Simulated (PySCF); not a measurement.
Ranking problems on computed properties.

Species are written as SMILES; each is one conformer at its optimised geometry, gas phase, non-relativistic unless stated; the electronic structure was computed with PySCF and density fitting.

Dipoles, sizes and rotational constants follow the conformer. The torsions of the flexible species, by atom-mapped SMILES:
- `[CH3:1][C:2](=[O:3])[c:4]1[n:5][o:6][cH:7][c:8]1[O:9][SiH3:10]`: C1–C2–C4–N5 0°, C7–C8–O9–Si10 0°
- `[CH3:1][c+:2]1[cH:3][c:4]1-[n:5]1[cH:6][cH:7][cH:8][cH:9]1`: C3–C4–N5–C6 180°
- `[SiH3:1][SiH2:2][Si@@H:3]([SiH3:4])[SiH2:5][Cl:6]`: Si1–Si2–Si3–Si4 175°, Si2–Si3–Si5–Cl6 -14°
- `[CH3:1][C:2](=[O:3])[O:4][C@@:5]([SiH3:6])([C:7]#[N:8])[CH:9]=[O:10]`: C1–C2–O4–C5 172°, C2–O4–C5–Si6 25°, O4–C5–C9–O10 19°
- `[CH3:1]/[CH:2]=[C:3](/[C:4]#[N:5])[O:6][SiH2:7][O:8][CH:9]=[O:10]`: C2–C3–O6–Si7 174°, C3–O6–Si7–O8 56°, O6–Si7–O8–C9 173°, Si7–O8–C9–O10 -2°
- `[CH2:1]=[N:2][Si@:3]([Cl:4])([C:5]#[C:6][CH3:7])[N:8]([CH3:9])[CH3:10]`: C1–N2–Si3–Cl4 102°, N2–Si3–N8–C9 -39°

The conformers of `O=C1N[Si@H](O)N[SiH2]N[SiH2]1` aren't listed.

(1) Rank by smallest rotational constant, lowest first (GFN2-xTB).
A. `C[c+]1cc1-n1cccc1`
B. `C(#N)[Si@@H]1[SiH2]C(=C1C)F`
C. `CC(=O)c1nocc1O[SiH3]`
D. `[SiH3][SiH2][Si@@H]([SiH3])[SiH2]Cl`
E. `C/C=C(/C#N)O[SiH2]OC=O`
F. `CC(=O)O[C@@]([SiH3])(C#N)C=O`

(2) Give the two extremes of that set in cm⁻¹.

(3) Rank by HOMO energy, lowest first (PBE0/pcSseg-1 at GFN2-xTB geometries).
A. `O=C1N[Si@H](O)N[SiH2]N[SiH2]1`
B. `C/C=C(/C#N)O[SiH2]OC=O`
C. `O=C(C)O[C@]([SiH3])(C=O)C#N`
D. `C=N[Si@](Cl)(C#CC)N(C)C`
E. `CC(c1c(O[SiH3])con1)=O`

(4) Rank by HOMO–LUMO gap, highest first (PBE0/pcSseg-1 at GFN2-xTB geometries).
A. `C/C=C(/C#N)O[SiH2]OC=O`
B. `CC(=O)C1=NOC=C1O[SiH3]`
C. `CC(=O)O[C@@]([SiH3])(C#N)C=O`
D. `N1[Si@H](O)N[SiH2]N[SiH2]C1=O`

(5) By how much do the two ends of that ranking differ?

Answers

(1) D (0.447 GHz), E (0.522 GHz), C (0.579 GHz), B (0.790 GHz), A (0.856 GHz), F (0.921 GHz).

(2) `[SiH3][SiH2][Si@@H]([SiH3])[SiH2]Cl`: 0.0149 cm⁻¹; `CC(=O)O[C@@]([SiH3])(C#N)C=O`: 0.0307 cm⁻¹.

(3) C (-8.20 eV), B (-7.53 eV), E (-7.40 eV), A (-7.02 eV), D (-6.45 eV).

(4) C (6.64 eV), D (6.50 eV), A (6.25 eV), B (5.65 eV).

(5) By 0.99 eV, between `CC(=O)O[C@@]([SiH3])(C#N)C=O` and `CC(=O)c1nocc1O[SiH3]`.
